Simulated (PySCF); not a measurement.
# Radial density of Os (osmium, neutral)

LC-wPBE, [Xe] 4f14 5d8, high-spin 3F determinant (an excited configuration). Computed with PySCF 2.14 in aug-cc-pVDZ-PP with ECP60MDF, with a scalar-relativistic core potential. This is the valence pseudo-density: the core potential removes the inner electrons and smooths the orbitals near the nucleus.

```json
{"r (bohr)": "0.130", "4πr²ρ (e/bohr)": "4.097e-05", "4πr²(ρα − ρβ)": "0.0000"}
{"r (bohr)": "0.218", "4πr²ρ (e/bohr)": "0.0005390", "4πr²(ρα − ρβ)": "0.0001"}
{"r (bohr)": "0.366", "4πr²ρ (e/bohr)": "0.05223", "4πr²(ρα − ρβ)": "0.0020"}
{"r (bohr)": "0.616", "4πr²ρ (e/bohr)": "3.215", "4πr²(ρα − ρβ)": "0.0919"}
{"r (bohr)": "1.04", "4πr²ρ (e/bohr)": "13.15", "4πr²(ρα − ρβ)": "0.9380"}
{"r (bohr)": "1.74", "4πr²ρ (e/bohr)": "6.158", "4πr²(ρα − ρβ)": "1.0987"}
{"r (bohr)": "2.93", "4πr²ρ (e/bohr)": "1.272", "4πr²(ρα − ρβ)": "0.2836"}
{"r (bohr)": "4.93", "4πr²ρ (e/bohr)": "0.1257", "4πr²(ρα − ρβ)": "0.0126"}
{"r (bohr)": "8.30", "4πr²ρ (e/bohr)": "0.001861", "4πr²(ρα − ρβ)": "-0.0002"}
```

Energies and moments cover only the electrons outside the core potential. Spin-orbit coupling, absent here, splits the open shell strongly.
